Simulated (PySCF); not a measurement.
I2Zn, SMILES [I][Zn-][I] (connectivity only; charge and spin as stated), charge -1, multiplicity 2.

Coordinates come from a B3LYP-D3(BJ)/def2-SVPD optimisation. The def2 effective core potentials stand for the cores of I; spin–orbit coupling is left out.

All values below come from IEF-PCM-B3LYP/def2-SVPD (PySCF).

The values are the electrostatic part of the solvation free energy, E(continuum) − E(gas) at the gas-phase geometry, in a cavity of scaled van der Waals radii (PySCF's table); cavitation and dispersion terms are not included. A continuum can't describe solvent molecules that bind to the metal.

```
solvent              ε  ΔG(elec) (kcal/mol)
---------------  -----  -------------------
water            78.36                -46.4
dichloromethane   8.93                -41.1
methanol         32.61                -45.4
```
